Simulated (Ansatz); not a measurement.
Consider the substitution at a C–Si bond: `C[SiH2]S[SiH2]F` + `[NH2][SnH3]` → `C[NH][SnH3]` + `F[SiH2]S[SiH3]`.

Gas-phase electronic energies from Ansatz, PBE0-D4/def2-TZVP geometries. CBS: MP2 limit from def2 TZ/QZ plus the TZ coupled-cluster correction, frozen cores. This one scheme is used for every species. Elements past krypton have def2 core potentials. For Sn outer-core shells are correlated without core-valence functions, which leaves a few kJ/mol of doubt a bond. One conformer a species, not always the lowest.

```tsv
species	CCSD/def2-TZVPP energy (Eh)
`C[SiH2]S[SiH2]F`	-1117.92293
`[NH2][SnH3]`	-271.29426
`C[NH][SnH3]`	-310.51025
`F[SiH2]S[SiH3]`	-1078.67211
```

Work out ΔE.

ΔE = (-310.51025) + (-1078.67211) − (-1117.92293) − (-271.29426) = 0.03483 Eh = +91.4 kJ/mol. CCSD(T)/CBS gives +93.8 kJ/mol.

Largest T1 diagnostic among the species: 0.013.

Leaving LDA and LC-ωPBE aside and taking each functional with its dispersion term where it has one, the values, not all of them listed here, spread over 9.4 kJ/mol, from BLYP-D4 to B97M-V. In def2-TZVPP, CCSD(T) changes the Hartree–Fock value by +7.2 kJ/mol (the triples alone add +0.9 kJ/mol) and MP2 by +11.6 kJ/mol.
